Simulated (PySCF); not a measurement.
ClH2Si, SMILES [SiH2]Cl (connectivity only; charge and spin as stated), charge +1, multiplicity 1.

The structure is a stationary point at B3LYP-D3(BJ)/def2-TZVP. The multiplicity is an assumed one; other spin states were not compared. The isomer is the one that the SMILES or the coordinates give; other isomers of the formula were not compared.

Calculation: CAM-B3LYP/def2-TZVPD (PySCF).

The molecule is in vacuum.

| Property | Value |
|---|---|
| total energy | -750.63394 hartree |
| point group | C2v |
| highest occupied level | -17.34 eV |
| lowest empty level | -8.43 eV |
| orbital gap | 8.91 eV |
| dipole moment about the centre of nuclear charge | 3.81 D |
| mean static polarisability | 32.2 bohr³ (4.78 Å³) |
| polarisability, principal values | 25.0, 30.3, 41.4 bohr³ |
